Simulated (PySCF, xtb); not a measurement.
C3H8OSi, SMILES C[SiH2]CC=O.

GFN2-xTB run with xtb at its own geometry gives an orbital gap of 3.71 eV and a dipole moment of 3.02 D.

Coordinates come from a B3LYP-D3(BJ)/def2-SVP optimisation. The structure was generated by enumeration, and PubChem lists no compound with its InChIKey, so it may never have been made. One conformer was computed; it need not be the lowest.

What does ωB97X/def2-TZVP (PySCF) give? (An estimate is asked for; the answer gives what the named calculation found.)

gap 11.61 eV (levels -9.99 and 1.62 eV), dipole 3.24 D.
